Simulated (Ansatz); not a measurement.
Two members of one family (Series (HBeX)2), computed with Ansatz in the gas phase. The two geometries come from different levels. A negative affinity means that the extra electron isn't bound at that geometry and level; within about 0.2 eV of zero the sign isn't settled. Binding counts from free atoms in the multiplicity of their measured ground term, without zero-point energy. A dash marks a value that wasn't run or was left out as unsound. The structures are stationary points that may keep the symmetry of their start. Remarks come from the PBE and PBE0 runs and from stability tests at other levels; not every state was tested. A HOMO above zero means that the electron is unbound at that level and held by the basis, or that self-interaction error raises the level; the energy of removing that electron tells which.

First: (HBe-mu-H)2 (singlet, charge 0, PBE-D4/def2-TZVP geometry).

Cartesian coordinates in Å:
```
Be -0.428 0.189 -0.893
H -0.999 0.444 -2.077
H -0.243 -1.060 -0.109
Be 0.429 -0.189 0.893
H 0.994 -0.443 2.080
H 0.246 1.059 0.107
```

| level | HOMO (eV) | LUMO (eV) | gap (eV) | vertical EA (eV) | binding per atom (eV) |
| --- | --- | --- | --- | --- | --- |
| PBE-D4/def2-TZVP | -7.41 | -3.27 | 4.14 | – | 2.39 |
| PBE-D4/def2-TZVPD | -7.42 | -3.29 | 4.14 | 0.96 | 2.40 |
| r2SCAN-D4/def2-TZVPD | -7.73 | -2.86 | 4.86 | 0.89 | 2.46 |
| r2SCANh-D4/def2-TZVP | -8.21 | -2.58 | 5.63 | – | 2.45 |
| HSE06-D4/def2-TZVP | -8.34 | -2.78 | 5.56 | – | 2.39 |

Remarks: HOMO above zero (-1 doublet).

Second: (HBe-mu-Br)2 (singlet, charge 0, B3LYP-D4/def2-TZVP geometry).

```
atom   x (Å)   y (Å)   z (Å)
 Be1  -1.156  -0.725  -0.205
  H2  -2.264  -1.431  -0.394
 Br3   0.737  -0.816  -1.275
 Be4   1.156   0.726   0.204
  H5   2.272   1.414   0.410
 Br6  -0.745   0.831   1.261
```

Problem. Estimate the same table for the second.

Solution. 
| level | HOMO (eV) | LUMO (eV) | gap (eV) | vertical EA (eV) | binding per atom (eV) |
| --- | --- | --- | --- | --- | --- |
| PBE-D4/def2-TZVP | -7.06 | -1.72 | 5.34 | – | 2.69 |
| PBE-D4/def2-TZVPD | -7.08 | -1.76 | 5.32 | -0.19 | 2.70 |
| r2SCAN-D4/def2-TZVPD | -7.40 | -1.31 | 6.10 | -0.34 | 2.75 |
| r2SCANh-D4/def2-TZVP | -7.87 | -1.03 | 6.84 | – | 2.73 |
| HSE06-D4/def2-TZVP | -7.97 | -1.26 | 6.71 | – | 2.69 |

Remarks: HOMO above zero (-1 doublet).
